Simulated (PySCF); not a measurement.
S+ (sulfur, charge +1) across methods

[Ne] 3s2 3p3, high-spin 4S determinant. All numbers are calculated (PySCF 2.14, the spin-free X2C one-electron Hamiltonian (Gaussian nucleus), in an uncontracted even-tempered set (25 s from 0.028 bohr⁻², ratio 2.2; 16 p from 0.036 bohr⁻², ratio 2.2; 6 d from 0.67 bohr⁻², ratio 2.4; 6 f from 1 bohr⁻², ratio 2.4; 5 g from 1.5 bohr⁻², ratio 2.4)).

```tsv
method	E (hartree)	mean ε 3s α (eV)	mean ε 3s β (eV)	mean ε 3p α (eV)	Σ⟨r²⟩ (bohr²)	⟨S²⟩
UHF	-398.25930	-38.567	-29.185	-23.454	20.68	3.751
LDA	-397.4357	-28.705	-25.635	-17.878	20.63	3.750
PBE	-398.6657	-28.814	-25.375	-17.907	20.59	3.750
PBE0	-398.6975	-31.451	-26.725	-19.477	20.53	3.750
r2SCAN	-398.8075	-29.976	-25.362	-18.456	20.49	3.750
```
